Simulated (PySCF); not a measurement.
Species: C5H9NSi.
Numbering: `[CH:1]#[C:2][C@@H:3]1[CH2:4][C@H:5]1[SiH2:6][NH2:7]` (hydrogens: H8 on C1; H9 on C3; H10, H11 on C4; H12 on C5; H13, H14 on Si6; H15, H16 on N7)

Level: PBE0/pcSseg-1 and wB97X-D/def2-SVPD in PySCF, non-relativistic, on one gas-phase PBE0-D3(BJ)/def2-SVP geometry that isn't relaxed in the solvent. The solvent is an IEF-PCM continuum (cavity from Bondi-type radii × 1.2). The model holds no explicit solvent molecules, cavitation or dispersion.

Gas phase at PBE0/pcSseg-1: HOMO -7.06 eV, LUMO 0.54 eV, dipole 1.50 D.

Task: What does the continuum do to the energy, the frontier levels and the dipole at PBE0/pcSseg-1 in chloroform?

Result: 
```
   solvent      ε  E(solvent) − E(gas) (kJ/mol)  polarisation term (kJ/mol)  distortion of the solute (kJ/mol)  HOMO (eV)  LUMO (eV)  dipole (D)
chloroform  4.711                        -17.17                      -18.29                               1.12      -7.14       0.64        1.76
```

The polarisation term is half the interaction of the solute with the surface charges that it induces; the rest is the cost of distorting the solute's density. The sum is the electrostatic part of solvation alone.

Task: Which radius a makes the point-dipole formula ΔE = −[(ε − 1)/(2ε + 1)]·μ²/a³ give the value in chloroform, with the gas-phase dipole?

Result: μ = 0.588 au and |ΔE| = 0.00654 Eh give a = 1.41 Å; the farthest nucleus lies 4.59 Å from the centroid of the nuclei, so such a sphere wouldn't even hold the nuclei. The formula assumes a rigid point dipole at the centre of a sphere.

Task: Which Hirshfeld charges (PBE0/pcSseg-1) respond most in chloroform (means over atoms taken as equivalent)?

Result: 
```tsv
atoms	environment	gas (e)	solvent (e)	change
C1	terminal alkyne carbon	-0.134	-0.145	-0.011
C2	alkyne carbon	-0.043	-0.051	-0.008
H8	alkyne hydrogen	+0.089	+0.097	+0.008
H15/H16	N–H hydrogen	+0.119	+0.126	+0.007
H9	methine hydrogen	+0.050	+0.054	+0.004
H13	Si–H hydrogen	-0.092	-0.096	-0.004
```

Task: How do the nuclear quadrupole coupling constants eQVzz/h respond in chloroform?

Result: 
| nucleus | Q (barn) | gas (MHz) | solvent (MHz) | η gas | η solvent |
| --- | --- | --- | --- | --- | --- |
| 14N at N7 | 0.02044 | -4.63 | -4.47 | 0.29 | 0.27 |

Gas phase at wB97X-D/def2-SVPD: HOMO -8.92 eV, LUMO 1.84 eV, dipole 1.33 D.

Task: What does the continuum do to the energy, the frontier levels and the dipole at wB97X-D/def2-SVPD in chloroform?

Result: 
```tsv
solvent	ε	E(solvent) − E(gas) (kJ/mol)	polarisation term (kJ/mol)	distortion of the solute (kJ/mol)	HOMO (eV)	LUMO (eV)	dipole (D)
chloroform	4.711	-16.69	-17.98	1.29	-9.00	2.01	1.60
```

Task: How does the static polarisability (wB97X-D/def2-SVPD, frozen core, with the continuum's full static response) change?

Result: 
| medium | isotropic (au) | principal values (au) | ⟨r²⟩ of the electrons (bohr²) |
| --- | --- | --- | --- |
| gas | 91.9 | 76.2, 80.2, 119.3 | 1172.1 |
| chloroform | 113.5 | 95.4, 101.8, 143.3 | 1171.5 |

The isotropic value in chloroform is 1.24 times the gas-phase one; no cavity-field correction is applied. ⟨r²⟩ is taken about the centre of nuclear charge.

Conformer computed: `[CH:1]#[C:2][C@@H:3]1[CH2:4][C@H:5]1[SiH2:6][NH2:7]`: C4–C5–Si6–N7 45°, H–N7–Si6–C5 -136°, H–N7–Si6–C5 83°.

The pairwise dispersion term of wB97X-D wasn't added to the energies; at a given geometry it leaves orbitals and properties as they are.
